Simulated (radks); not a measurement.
The caesium ion Cs+, [Xe]. All-electron calculation, non-relativistic Kohn-Sham, PBE, spin-polarised, spherical densities, point nucleus. Program: a radial shooting solver on a logarithmic mesh with Libxc functionals. Every spin shell is full or empty, so the densities are truly spherical. Functionals are evaluated on that one density, not self-consistently. Rank these orbital-free kinetic functionals by their error against the exact value of the orbitals, and give that value: Thomas-Fermi, von Weizsacker, TF + vW, TF + vW/9, LC94, APBEK, revAPBEK, Perdew 92, Thakkar, Pearson, PG1, DePristo-Kress.

Answer. Exact: 7553.29 hartree. From best to worst, with 100 (|E| - |E exact|)/|E exact| (equal figures are ties): LC94 +0.05, APBEK +0.09, DePristo-Kress -0.13, revAPBEK +0.26, Thakkar -0.63, Perdew 92 -0.68, TF + vW/9 -0.69, Pearson -0.91, Thomas-Fermi -5.17, PG1 +14.49, TF + vW +35.11, von Weizsacker -59.72.
